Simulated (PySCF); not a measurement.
Compound: C3H11B2N.
Geometry (PBE0-D3(BJ)/def2-SVP, Å), atoms numbered from 1 in this order:
```xyz
17
C3H11B2N angstrom
B      2.8948    0.2051    0.8768
N      1.5405   -0.0862    0.5872
B      1.0345   -0.7244   -0.5865
C     -0.4905   -1.0443   -0.7899
C     -1.5068   -0.3950    0.1471
C     -1.6637    1.1024   -0.0806
H      3.7468   -0.0992    0.0776
H      3.1725    0.7550    1.9183
H      0.8557    0.1880    1.2872
H      1.8466   -1.0575   -1.4206
H     -0.5473   -2.1499   -0.7155
H     -0.7555   -0.8471   -1.8451
H     -2.4904   -0.8801    0.0294
H     -1.2236   -0.5842    1.1995
H     -2.0218    1.3086   -1.1021
H     -2.3851    1.5491    0.6205
H     -0.7074    1.6370    0.0390
```

All values: B3LYP/def2-SVPD (PySCF, non-relativistic), on one gas-phase PBE0-D3(BJ)/def2-SVP geometry that isn't relaxed in the solvent. The solvent is an IEF-PCM continuum (Bondi radii, 1.10 Å for H, scaled by 1.2), and excitations are vertical TDDFT with non-equilibrium linear response and a frozen core. The model holds no explicit solvent molecules, cavitation or dispersion.

```json
{"run": "gas", "E − E(gas) (kcal/mol)": "0.00", "HOMO (eV)": "-8.30", "HOMO–LUMO gap (eV)": "7.11", "dipole (D)": "1.72", "lowest singlet (eV)": "5.94", "static polarisability (au)": "75.8"}
{"run": "P", "E − E(gas) (kcal/mol)": "-1.39", "HOMO (eV)": "-8.16", "HOMO–LUMO gap (eV)": "7.01", "dipole (D)": "2.07", "lowest singlet (eV)": "5.88", "static polarisability (au)": "92.1"}
{"run": "Q", "E − E(gas) (kcal/mol)": "-0.74", "HOMO (eV)": "-8.21", "HOMO–LUMO gap (eV)": "7.06", "dipole (D)": "1.91", "lowest singlet (eV)": "5.90", "static polarisability (au)": "84.2"}
```

The runs were made in chloroform and cyclohexane. Which run belongs to which solvent?

P = chloroform, Q = cyclohexane. The dielectric constants are 2.017 (cyclohexane), 4.711 (chloroform), and the energy falls further as ε rises. The optical constants n² used for the excitations are 2.04, 2.09 in the same order. In this model the ground state sees the solvent through ε alone.

How constant is the ratio of the lowering to (ε − 1)/(2ε + 1)?

```csv
solvent,(ε − 1)/(2ε + 1),E − E(gas) (kcal/mol),ratio (kcal/mol),polarisation term (kcal/mol)
cyclohexane,0.202,-0.74,-3.7,-0.79
chloroform,0.356,-1.39,-3.9,-1.57
```

The ratio changes by +6.5 % in size from cyclohexane to chloroform. The polarisation term is half the interaction of the solute with the induced surface charges.
